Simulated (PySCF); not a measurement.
# C$_{3}$H$_{5}$O, SMILES `[O]C1CC1` (charge 0, multiplicity 2)

These are PySCF 2.14.0 with TPSSh-D3(BJ)/def2-TZVP values and carry that method's errors.

The highest occupied spin orbital is -6.20 eV. The dipole moment is 2.99 D and the total energy comes out as -192.5551 Ha. The cost comes out as about 11 core-minutes (a rough figure).

Bond lengths (Å): O1–C2 1.282, C2–C3 1.587, C2–C4 1.587, C2–H5 1.095, C3–C4 1.457, C3–H6 1.083, C3–H7 1.081, C4–H8 1.081, C4–H9 1.083. Bond angles (°): O1–C2–C3 117.7, O1–C2–C4 117.7, O1–C2–H5 120.9, C3–C2–C4 54.7, C3–C2–H5 114.3, C4–C2–H5 114.3, C2–C3–C4 62.7, C2–C3–H6 113.5, C2–C3–H7 112.7, C4–C3–H6 119.6, C4–C3–H7 119.1, H6–C3–H7 116.7, C2–C4–C3 62.7, C2–C4–H8 112.7, C2–C4–H9 113.5, C3–C4–H8 119.1, C3–C4–H9 119.6, H8–C4–H9 116.7.
Charge 0, spin multiplicity 2.
